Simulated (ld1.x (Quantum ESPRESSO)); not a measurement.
Reading a pseudo-wave (beryllium (Be))

Columns: radius, all-electron u(r) and pseudo u(r) of the 2p shell (level -2.02 eV) of beryllium in the configuration 1s2 2s2 2p0; PBE, non-relativistic, PAW scheme, ld1.x (Quantum ESPRESSO) 7.5.

```tsv
r (bohr)	all-electron	pseudo
0.163	0.0297	0.0073
0.325	0.0901	0.0286
0.488	0.1591	0.0627
0.650	0.2262	0.1071
0.813	0.2879	0.1597
0.975	0.3417	0.2167
1.138	0.3884	0.2754
1.300	0.4289	0.3322
1.463	0.4626	0.3849
1.625	0.4890	0.4306
1.788	0.5087	0.4682
1.950	0.5220	0.4966
2.113	0.5298	0.5158
2.275	0.5325	0.5263
2.438	0.5309	0.5293
2.600	0.5256	0.5260
2.763	0.5174	0.5182
2.925	0.5067	0.5071
3.088	0.4939	0.4941
3.250	0.4798	0.4798
3.413	0.4645	0.4645
3.575	0.4485	0.4485
3.738	0.4320	0.4320
3.900	0.4153	0.4153
4.063	0.3984	0.3984
4.225	0.3818	0.3818
```

(1) How many radial nodes do the two functions have?

(2) At about which radius was the pseudo-wave matched?

(3) Is the pseudo-wave norm-conserving?

## Answers

(1) The all-electron 2p function has n − l − 1 = 0; the pseudo-wave has 0.

(2) 3.25 bohr. The columns agree to 0.0005 from 2.92 bohr on; several derivatives are matched, so the curves merge somewhat inside the radius.

(3) No, it belongs to a PAW set: the norm inside the radius is not constrained, and the difference is carried by the augmentation charge.
